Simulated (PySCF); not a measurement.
All values below come from ωB97X-D3(BJ)/def2-TZVP // PBE0-D3(BJ)/def2-TZVP in PySCF. All species are isolated molecules in the gas phase. Excitations are Tamm–Dancoff values on a coarser integration grid. The basis has no diffuse functions, so Rydberg states are missing or too high.

Reference species (SMILES): `[CH3][Al]([CH3])[CH3]` (neutral, multiplicity 1).

```json
{
 "S1 oscillator strength": "0.000",
 "S1–T1 gap (TDA)": "0.26 eV",
 "HOMO–LUMO gap": "11.51 eV"
}
```

Changed species: `[CH3][Al]([I])[CH3]` (1 of 3 CH3 replaced by I; the reference has 0 of 3 CH3 replaced by I).

**Question.** What does the change do to the S1 oscillator strength, S1–T1 gap (TDA) and HOMO–LUMO gap?

**Answer.** the S1 oscillator strength hardly moves; the S1–T1 gap (TDA) decreases by 0.11 eV, to 0.15 eV; the HOMO–LUMO gap falls by 0.98 eV, to 10.53 eV.
